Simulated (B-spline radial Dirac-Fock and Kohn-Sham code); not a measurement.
# K-line shifts caused by a second vacancy in Zr⁵⁺

System: zirconium as Zr⁵⁺, configuration [Ar] 3d10 4s2 4p5.

Input file task.json (cfg lists n, l and occupation; rrms is the nuclear radius in fm):

```json
{"items": [{
  "Z": 40,
  "q": 5,
  "cfg": [[1, 0, 2], [2, 0, 2], [2, 1, 6], [3, 0, 2], [3, 1, 6], [3, 2, 10], [4, 0, 2], [4, 1, 5]],
  "A": 90,
  "rrms": 4.2694,
  "do": ["binding", "quiet", "double"]
}]}
```

Command: `python xray_run.py task.json out`

Method: Dirac-Fock ΔSCF + Breit + QED. Computed with a B-spline atomic structure program. Each two-hole energy is an average over J within one jj subconfiguration, not an observable level; in light atoms, where LS coupling holds, the j-resolved values are not observed lines, and for a K spectator the Kα1 hypersatellite is nearly forbidden. Correlation energy is missing from these numbers.

Lines without a spectator: Kα2 (K-L2) 15689.2 eV, Kβ3 (K-M2) 17651.4 eV. Shifts in eV with one spectator hole (a dash: not computed, or left out as unreliable):

| spectator hole | Kα2 | Kβ3 |
| --- | --- | --- |
| K (1s) | +441.2 | +558.8 |
| L2 (2p1/2) | +45.6 | – |
| M2 (3p1/2) | – | +13.08 |
| M4 (3d3/2) | +0.16 | – |
| M5 (3d5/2) | -1.93 | – |

Run: 54 s of CPU time on 1 thread of Neoverse-N1 (shared host), peak memory 0.42 GiB.
